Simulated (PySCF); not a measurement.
# B (boron, neutral) across methods

[He] 2s2 2p1, 2P determinant. Computed with PySCF 2.14 in x2c-QZVPPall, with scalar relativity by spin-free X2C-1e.

```csv
method,E (hartree),mean ε 2s α (eV),mean ε 2s β (eV),mean ε 2p α (eV),Σ⟨r²⟩ (bohr²),⟨S²⟩
LDA,-24.3626,-9.680,-8.666,-4.104,16.10,0.752
UHF,-24.53985,-14.840,-12.145,-8.671,15.76,0.761
PBE0,-24.6266,-11.110,-9.825,-5.368,15.76,0.754
HSE06,-24.6300,-10.676,-9.408,-4.978,15.76,0.754
PBE,-24.6190,-9.656,-8.691,-4.161,15.93,0.753
r2SCAN,-24.6450,-9.944,-8.762,-4.583,15.72,0.758
r2SCAN0,-24.6469,-11.275,-9.812,-5.709,15.65,0.758
wB97M-V,-24.6580,-13.404,-12.201,-7.187,16.15,0.751
r2SCANh,-24.6458,-10.476,-9.182,-5.033,15.69,0.758
```
